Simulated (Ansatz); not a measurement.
Consider the isomerisation: `F[Si]1(F)[CH2][AlH]1` → `F[CH]1[SiH2][Al]1[F]`.

Program: Ansatz. Geometries: PBE0-D4/def2-TZVP. ΔE: electronic, gas phase. CCSD(T)/CBS adds triple-zeta CCSD(T) − MP2 to the extrapolated MP2 energy (def2 sets, frozen cores). DFT in def2-TZVPP. HSE06 is defined as in plane-wave codes.

Q: Is it downhill or uphill in electronic energy at CCSD(T)/CBS, and by how much? (An estimate is asked.)

A: Computed: Uphill: ΔE = +213.4 kJ/mol.

Q: What do these levels give: B2PLYP, r2SCAN0, HSE06, CCSD(T)/def2-SVP, MP2/def2-TZVPP, CCSD/def2-TZVPP? (Best estimate.)

A: Ansatz gave: B2PLYP 207.2, r2SCAN0 212.1, HSE06 197.7, CCSD(T)/def2-SVP 166.8, MP2/def2-TZVPP 218.2, CCSD/def2-TZVPP 212.7 kJ/mol.

Q: What do rigid-rotor, harmonic-oscillator terms from PBE0-D4/def2-TZVP frequencies (298.15 K, 1 bar) make of the CCSD(T)/CBS value? (Best estimate.)

A: The calculation gave: ΔZPE = -1.8 kJ/mol, ΔH = +211.3 kJ/mol, ΔS = 2 J/(mol·K), ΔG = +210.7 kJ/mol.

Largest T1 diagnostic among the species: 0.015.

At CCSD(T), def2-SVP lies −46.6 kJ/mol from the extrapolated value and def2-TZVPP −4.6 kJ/mol. From r2SCAN to r2SCAN0 (25 % exact exchange), in def2-TZVPP and without D4, ΔE moves by +7.3 kJ/mol.
